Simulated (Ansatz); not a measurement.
`O=CF` and `O=[CH][GaH2]` differ in one atom or group.

Ansatz, PBE0-D4/def2-TZVP geometries, multiplicity 1. 

Scalar relativity is left out up to krypton.

```
                                      property  `O=CF`
             LUMO energy (PBE/def2-TZVPP) / eV   -2.09
zero-point energy (PBE0-D4/def2-TZVP) / kJ/mol    55.1
            LUMO energy (PBE0/def2-TZVPP) / eV   -0.89
       HOMO–LUMO gap (ωB97M-V/def2-TZVPP) / eV   13.49
           LUMO energy (B3LYP/def2-TZVPP) / eV   -1.23
          HOMO–LUMO gap (PBE0/def2-TZVPP) / eV    8.64
```

(1) What does the change do to each property? (Estimate.)

## Answers

(1) Computed: 
```csv
property,`O=[CH][GaH2]`,shift
LUMO energy (PBE/def2-TZVPP) / eV,-2.63,-0.54
zero-point energy (PBE0-D4/def2-TZVP) / kJ/mol,79.4,24.3
LUMO energy (PBE0/def2-TZVPP) / eV,-1.84,-0.95
HOMO–LUMO gap (ωB97M-V/def2-TZVPP) / eV,8.76,-4.73
LUMO energy (B3LYP/def2-TZVPP) / eV,-2.14,-0.91
HOMO–LUMO gap (PBE0/def2-TZVPP) / eV,4.83,-3.81
```

With PBE0 the HOMO rises by 2.85 eV and the LUMO falls by 0.95 eV, so the gap narrows by about 3.80 eV. PBE moves the HOMO by 2.41 eV and ωB97M-V by 3.07 eV. The zero-point energy changes by 24.3 kJ/mol with +6 modes.

B3LYP here is the variant with VWN-RPA as its local correlation; programs differ in this.
